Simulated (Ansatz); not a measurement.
One geometry of the cluster Pb₂O₂, several levels of theory.

```yaml
crystal:
  periodic: [false, false, false]
  atoms:
    - {symbol: Pb, position_ang: [-0.360143, 0.923832, -1.264509]}
    - {symbol: Pb, position_ang: [0.360196, -0.923938, 1.264394]}
    - {symbol: O, position_ang: [1.352084, 0.219935, -0.224501]}
    - {symbol: O, position_ang: [-1.352136, -0.219829, 0.224617]}
basis:
  gaussian: {orbitals: def2-SVP, initial_orbitals: start.molden}
hamiltonian: {xc: pbe0, dispersion: d4}
scf: {omitted_lower_state_checks: [starts]}
output: {orbitals: {seedname: orbitals}}
```

The file start.molden holds the orbitals of an earlier run on this structure, at another level or in another basis.

```sh
$ ansatz run in.yaml --threads 4 --pin off --events-out ev --progress --plain --max-ram 4787MiB
```

Output, abridged:

```
Functional definition: PBE0
946 factors; integrals over basis functions are off by at most 1.6e-4 eV
mean field evaluation 1: about -14583.6681 eV, gradient 3.4e1 eV
mean field evaluation 2: about -14584.0040 eV, gradient 5.2e-1 eV
mean field evaluation 4: about -14584.0875 eV, gradient 1.4e-3 eV
mean field -14584.08745334 eV, -535.9553284608 hartree, gradient 1.2e-5 eV, S^2 0.000000; 0 other end points of the search recorded, 0 dependent functions left out
reference -14584.08747900 eV, -535.9553294036 hartree; 30, 30 occupied and 50, 50 virtual orbitals, 946 factors
Total energy: -14584.21246577 eV, -535.9599225827 hartree
Checks for a lower state left out: starts
```

Run time 1.1 s (4 threads of Arm Neoverse V1 on a shared host).

First input, but with `hamiltonian: {xc: {name: LC-wPBE, parameters: {omega: 0.2/bohr}}}` (abridged; 0.95 s):

```
Functional definition: LC-wPBE
mean field -14587.51872646 eV, -536.0814254220 hartree, gradient 4.3e-5 eV, S^2 0.000000
Total energy: -14587.51872648 eV, -536.0814254227 hartree
Checks for a lower state left out: starts
```

First input, but with `gaussian: {orbitals: def2-TZVP, initial_orbitals: start.molden}`, `hamiltonian: {xc: hf}` (abridged; 1.2 s):

```
Functional definition: HF
mean field -14517.14036064 eV, -533.4950681825 hartree, gradient 1.3e-5 eV, S^2 0.000000
Total energy: -14517.14036064 eV, -533.4950681825 hartree
Checks for a lower state left out: starts
```

The first input with `hamiltonian: {xc: {name: LC-wPBE, parameters: {omega: 0.3/bohr}}}` (abridged; 1 s):

```
Functional definition: LC-wPBE
mean field -14587.43933609 eV, -536.0785078797 hartree, gradient 4.3e-5 eV, S^2 0.000000
Total energy: -14587.43933610 eV, -536.0785078800 hartree
Checks for a lower state left out: starts
```

As the first input, with `gaussian: {orbitals: def2-TZVP, initial_orbitals: start.molden}` (abridged; 2.8 s):

```
Functional definition: PBE0
mean field -14589.92818571 eV, -536.1699714164 hartree, gradient 1.5e-5 eV, S^2 0.000000
Total energy: -14590.05320735 eV, -536.1745658770 hartree
Checks for a lower state left out: starts
```

As the first input, with `gaussian: {orbitals: def2-TZVP, initial_orbitals: start.molden}`, `correlation: {method: mp2}` and without the key `hamiltonian` (abridged; 2.4 s):

```
Functional definition: HF
mean field -14517.14067615 eV, -533.4950797770 hartree, gradient 1.8e-6 eV, S^2 0.000000
10 core orbitals not correlated: weight in the atoms' cores, before any rotation towards them, 1.000 or more for the frozen orbitals, at most 0.000 for the correlated occupied ones
second order -35.22089821 eV of doubles, -0.00000000 eV of singles
Total energy: -14552.36157436 eV, -534.7894239126 hartree
Checks for a lower state left out: starts
```

First input, but with `gaussian: {orbitals: def2-TZVP, initial_orbitals: start.molden}`, `hamiltonian: {xc: pbe, dispersion: d4}` (abridged; 1.6 s):

```
Functional definition: PBE
mean field -14592.40547775 eV, -536.2610102196 hartree, gradient 2.2e-6 eV, S^2 0.000000
Total energy: -14592.55422432 eV, -536.2664765551 hartree
Checks for a lower state left out: starts
```

Geometry: PBE0-D4/def2-SVP.

In the def2 sets Pb takes a core potential; there is no spin–orbit coupling. Correlated methods freeze 10 core orbitals; core or outer-core shells of Pb are correlated, in sets that lack core-valence functions. The structure comes from a short search, and lower isomers may exist.
